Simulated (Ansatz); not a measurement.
Reaction (ligand exchange at the Sn–S bond): `[AlH2][S][SnH3]` + `C[SiH2]N` → `C[SiH2][NH][SnH3]` + `[AlH2][SH]`

Gas-phase electronic energies from Ansatz, PBE0-D4/def2-TZVP geometries. CBS: MP2 limit from def2 TZ/QZ plus the TZ coupled-cluster correction, frozen cores. This one scheme is used for every species. Functionals use def2-TZVPP. B3LYP here is the variant with VWN-RPA as its local correlation; programs differ in this. Elements past krypton have def2 core potentials. For Sn outer-core shells are correlated without core-valence functions, which leaves a few kJ/mol of doubt a bond. Each species was taken in one conformer, which may not be the lowest.

`[AlH2][S][SnH3]`:

```xyz
8

Al   -0.002    0.702   -1.833
S     1.300   -0.601   -0.685
Sn    0.086   -0.593    1.400
H    -1.294    1.291   -1.128
H     0.392    1.013   -3.331
H    -0.003    1.004    1.988
H     0.993   -1.584    2.447
H    -1.472   -1.232    1.142
```

`C[SiH2]N`:

```xyz
10

C    -1.219   -0.686    0.038
Si    0.056    0.682    0.102
N     1.691    0.218   -0.169
H    -2.220   -0.286    0.222
H    -1.017   -1.449    0.794
H    -1.226   -1.174   -0.940
H     0.002    1.312    1.450
H    -0.285    1.690   -0.940
H     2.206   -0.284    0.535
H     2.011   -0.022   -1.093
```

`C[SiH2][NH][SnH3]`:

Cartesian coordinates in Å:
```
C -0.106 -1.683 -0.581
Si -0.154 -0.874 1.101
N -0.282 0.827 0.893
Sn 0.278 1.928 -0.710
H -1.002 -1.448 -1.162
H -0.048 -2.768 -0.472
H 0.770 -1.367 -1.155
H 1.070 -1.285 1.857
H -1.319 -1.380 1.886
H -0.464 1.382 1.716
H 0.175 3.554 -0.209
H -0.791 1.601 -2.000
H 1.873 1.514 -1.164
```

`[AlH2][SH]`:

Z-matrix (Å, degrees):
```
Al
S 1 2.181
H 1 1.579 2 116.5
H 1 1.581 2 118.9 3 -180.0
H 2 1.344 1 93.7 3 180.0
```

| level | ΔE (kJ/mol) | difference from CCSD(T)/CBS |
| --- | --- | --- |
| PBE-D4 | 67.0 | 5.1 |
| B3LYP-D4 | 62.2 | 0.3 |
| ωB97X-V | 61.0 | -0.9 |
| ωB97M-V | 63.2 | 1.3 |
| B2PLYP | 63.2 | 1.3 |
| PBE | 69.6 | 7.7 |
| r2SCAN | 67.4 | 5.5 |
| PBE0 | 71.0 | 9.1 |
| HF/def2-TZVPP | 66.3 | 4.4 |
| MP2/def2-TZVPP | 60.3 | -1.6 |
| SCS-MP2/def2-TZVPP | 57.7 | -4.2 |
| CCSD/def2-TZVPP | 57.2 | -4.7 |
| HF/def2-QZVPP | 65.7 | 3.8 |
| MP2/def2-QZVPP | 63.0 | 1.1 |
| HF/CBS(def2) | 65.6 | 3.7 |
| MP2/CBS(def2) | 65.3 | 3.4 |
| CCSD(T)/CBS | 61.9 | 0 |

Largest T1 diagnostic among the species: 0.013.

In def2-TZVPP, CCSD(T) changes the Hartree–Fock value by −9.3 kJ/mol (the triples alone add −0.2 kJ/mol) and MP2 by −6.0 kJ/mol. The D4 term adds −4.0 kJ/mol with B3LYP and −2.4 kJ/mol with PBE0; it sums over pairs of atoms, weighted by their polarisabilities, and B3LYP, whose exchange is more repulsive, gets the larger term.
